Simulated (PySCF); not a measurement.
Vertical excitations of a molecule CH₉ClOSi₃ from PySCF with TDA-PBE0/def2-SVPD, as energy in eV (oscillator strength): 5.06 (0.013), 5.99 (0.033), 6.08 (0.048), 6.54 (0.073), 6.54 (0.002), 6.67 (0.014). Lowest triplet (TDA): 4.48 eV. Coordinates come from a B3LYP-D3(BJ)/def2-SVP optimisation. The values are those of a single conformer.

### Question
Pick the molecule that these values belong to.
A) CO[SiH2][Si@@H]([SiH3])Cl
B) [SiH3]CO[SiH2][SiH2]Cl
C) C[Si@@H](O)[SiH2][SiH2]Cl
D) CO[Si@H]([SiH3])[SiH2]Cl

### Answer
D, CO[Si@H]([SiH3])[SiH2]Cl
